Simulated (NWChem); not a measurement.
Molecule: GeHSCl3; SMILES [SH][Ge]([Cl])([Cl])[Cl]

```xyz
6

S     -0.0058     2.2295    -0.0683
Ge     0.0057     0.0094     0.0109
Cl     1.1480    -0.7528     1.6857
Cl    -2.0442    -0.6307     0.2095
Cl     0.8519    -0.8780    -1.7744
H      1.3397     2.3092    -0.1854
```
Atoms are numbered in this order, from 1.

Program: NWChem. Pople sets run with spherical d functions. The geometry was optimised at B3LYP/6-31G* (spherical d). Vzz is the largest principal value of the second derivative of the potential at the nucleus (NWChem prints the opposite sign); η is the asymmetry. Non-relativistic.

| level | Vzz S1 (a.u.) | η S1 | Vzz Ge2 (a.u.) | η Ge2 | Vzz Cl5 (a.u.) | η Cl5 | Vzz Cl4 (a.u.) | η Cl4 | relative time |
|---|---|---|---|---|---|---|---|---|---|
| PBE/cc-pVTZ | -2.264 | 0.46 | -0.416 | 0.17 | 2.562 | 0.04 | 2.584 | 0.01 | 5 |
| PBE/6-31G* | -2.382 | 0.44 | -0.359 | 0.18 | 2.654 | 0.04 | 2.698 | 0.01 | 1 |
| CAM-B3LYP/cc-pVTZ | -2.415 | 0.50 | -0.542 | 0.04 | 2.660 | 0.04 | 2.670 | 0.00 | 20 |
| CAM-B3LYP/def2-SVP | -2.418 | 0.48 | -0.507 | 0.06 | 2.619 | 0.04 | 2.645 | 0.00 | 2 |

Times are rough ratios from one shared machine.
